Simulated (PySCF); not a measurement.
## Tl(43+): ionisation energy

Tl(43+) [Kr] 4d2 [4d3/2^2, M_J = 2] → Tl(44+) [Kr] 4d1 [4d3/2^1, M_J = 3/2], as a difference of total energies. Computed with PySCF 2.14 in an uncontracted even-tempered set (16 s from 5.5 bohr⁻², ratio 2.8; 14 p from 7.2 bohr⁻², ratio 2.8; 9 d from 7.2 bohr⁻², ratio 2.8; 3 f from 26 bohr⁻², ratio 3), with the two-component X2C-1e Hamiltonian. Correlated levels: [Ar] 3d10 frozen; the 96 highest virtual spinors dropped. "Screened" scales the spin-orbit matrix elements by Boettger's factors to mimic the two-electron term; Breit and QED terms are absent.

```
                    method  ionisation energy (eV)
           GHF (spin-free)                  2125.8
          GMP2 (spin-free)                  2125.7
 GHF (screened spin-orbit)                  2142.3
GMP2 (screened spin-orbit)                  2142.4
```

Breit and QED terms and the two-electron picture change are absent.

The spin-free rows relax to the high-spin LS determinant and lack the spin-orbit shift.

The labels give the starting determinants; with spin-orbit coupling the two ends relaxed to ⟨J²⟩ = 6.01, ⟨L²⟩ = 10.20, ⟨S²⟩ = 1.60 and ⟨J²⟩ = 3.75, ⟨L²⟩ = 6.12, ⟨S²⟩ = 0.87.

For comparison: 2140 ± 4 eV (theoretical estimate listed by NIST; NIST Atomic Spectra Database, ionization energies).
